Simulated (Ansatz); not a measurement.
H$_{2}$N (SMILES [NH2]), doublet, geometry from GFN2-xTB. Base run: B3LYP/def2-SVP (Ansatz, a quantum-chemistry and plane-wave program).

Geometry (Å):
```xyz
3

N     -0.0015     0.0036     0.1295
H      0.0068     0.8170    -0.4762
H      0.0037    -0.8423    -0.4300
```
Charge 0, spin multiplicity 2.
Orbitals are unrestricted.
All else is at Ansatz's defaults.
Base energy -55.82877 Eh.

Each row names what was changed in the base input (with any setting that the change needs).

| change | ΔE vs base (mEh) |
|---|---|
| base | 0.000 |
| final_grid = 6, 12, 29 | 0.000 |
| fitting.mean_field = def2-universal-JKFIT | -0.012 |
| point_charge = charge:0.5 position_ang:-0.4803, -0.1035, 3.5619 | -9.795 |
| final_grid = 10, 20, 41 | 0.000 |
| forces = on | 0.000 |
| fitting.mean_field = cc-pVTZ-JKFIT | -0.019 |
| lower_state_search = off | 0.000 |
| point_charge = charge:-1.0 position_ang:-0.5117, -3.8245, -0.1929 | -6.416 |
| point_charge = charge:1.0 position_ang:3.5009, 1.5506, 0.1643 | -1.721 |
| lower_state_search = light | 0.000 |
